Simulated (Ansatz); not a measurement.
Which isomer of CH3GeO gives these data?

These gas-phase data were calculated for one isomer of CH3GeO at B3LYP-D3(BJ)/def2-SVP (harmonic, unscaled wavenumbers; equilibrium rotational constants with average atomic masses):

- rotational constants: 58.12, 3.923, 3.675 GHz
- all wavenumbers above 1500 cm⁻¹: 3208, 3066, 1893, 1503
- dipole moment: 1.26 D (PBE0/def2-TZVPD)

Candidates:

(1) `[CH3][Ge]=[O]`, a doublet
(2) `[CH2][O][GeH]`, a doublet

Assign the data to one candidate and say why.

Candidate (2). 2 modes lie between 2750 and 3290 cm⁻¹, one for each C–H bond, while (1) has 3.

The same quantities for all candidates:

```
     rotational constants (GHz)  wavenumbers above 1500 cm⁻¹  dipole (D)  E above the lowest, B3LYP-D3(BJ)/def2-SVP (kcal/mol)
(1)         19.29, 6.343, 4.926             3183, 3160, 3043        4.02                                                   0.0
(2)         58.12, 3.923, 3.675       3208, 3066, 1893, 1503        1.26                                                  12.8
```

Harmonic stretches to hydrogen usually lie a few per cent above observed fundamentals. Each candidate is one conformer. Open shells are spin-unrestricted. Programs: Ansatz 0.2.0.
